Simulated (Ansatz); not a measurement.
Ansatz results at the PBE0-D4/def2-TZVP geometry: LUMO energy (B3LYP/def2-TZVPP) -2.06 eV; size of the dipole moment (PBE/def2-TZVPP) 2.79 D; HOMO energy (ωB97M-V/def2-TZVPP) -9.96 eV.

Each molecule was computed in one conformer, which needn't be the lowest.

Q: Which molecule gave them?
A. `BN/C(C)=C\F`
B. `BC(F)CN=C`
C. `O[B]([GeH3])CCl`
D. `C=C(N)OC`

A: B. The others give `C=C(N)OC`: 0.84, 1.08, -8.08; `O[B]([GeH3])CCl`: -1.32, 1.80, -10.04; `BN/C(C)=C\F`: -0.80, 1.54, -8.79.

B3LYP here is the variant with VWN-RPA as its local correlation; programs differ in this.
